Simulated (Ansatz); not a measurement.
Molecule (SMILES): [SiH]Br (SiH-Br) (closed-shell singlet).
Geometry (B3LYP-D3(BJ)/def2-TZVP, fixed):
```xyz
3

Si    -0.8792    -0.7820     1.0617
H     -1.8991    -1.2190     0.0169
Br     0.4059     0.3476    -0.4252
```
Charge 0, spin multiplicity 1.

Basis-set convergence of the dipole moment at HF with Ansatz (a quantum-chemistry and plane-wave program). Dipoles come from the density behind the forces; the sign is taken along the dipole that this method gives in the largest set. All functions are spherical. The program fits the integrals of some runs and decomposes those of others, by size. A restricted Hartree-Fock determinant is unstable towards unrestricted orbitals. No added dispersion term, no relativity. Reference: the value in aug-pcseg-3, 1.500 D, itself unsure by roughly 0.002 D (its mean distance from aug-cc-pV(Q+d)Z, def2-QZVPPD). Deviations are taken from unrounded values.

```json
[
 {"basis": "def2-SV(P)", "functions": "52", "dipole moment (D)": "1.588", "minus reference (D)": "0.088"},
 {"basis": "aug-pcseg-1", "functions": "72", "dipole moment (D)": "1.579", "minus reference (D)": "0.080"},
 {"basis": "def2-SVPD", "functions": "73", "dipole moment (D)": "1.538", "minus reference (D)": "0.038"},
 {"basis": "aug-cc-pV(D+d)Z", "functions": "77", "dipole moment (D)": "1.564", "minus reference (D)": "0.065"},
 {"basis": "def2-TZVP", "functions": "91", "dipole moment (D)": "1.529", "minus reference (D)": "0.029"},
 {"basis": "pcseg-2", "functions": "91", "dipole moment (D)": "1.657", "minus reference (D)": "0.158"},
 {"basis": "def2-TZVPP", "functions": "104", "dipole moment (D)": "1.530", "minus reference (D)": "0.030"},
 {"basis": "def2-TZVPPD", "functions": "122", "dipole moment (D)": "1.508", "minus reference (D)": "0.009"},
 {"basis": "aug-pcseg-2", "functions": "132", "dipole moment (D)": "1.508", "minus reference (D)": "0.008"},
 {"basis": "pcseg-3", "functions": "165", "dipole moment (D)": "1.524", "minus reference (D)": "0.024"},
 {"basis": "def2-QZVPP", "functions": "189", "dipole moment (D)": "1.513", "minus reference (D)": "0.014"},
 {"basis": "aug-cc-pV(Q+d)Z", "functions": "228", "dipole moment (D)": "1.503", "minus reference (D)": "0.003"},
 {"basis": "cc-pV(5+d)Z", "functions": "259", "dipole moment (D)": "1.508", "minus reference (D)": "0.009"}
]
```

The smallest set listed that lies within 0.05 D of the reference with all its larger relatives (same family, alike in diffuse functions; a set with none counts only in the reference's own line) is def2-SVPD (73 functions, 0.038 D off). Inside, with no larger relative to test it: pcseg-3, aug-cc-pV(Q+d)Z, cc-pV(5+d)Z. (Relatives not listed, tested too: def2-TZVPD 0.006, def2-QZVP 0.015, def2-QZVPPD 0.001, aug-pcseg-3 0.000 D.)
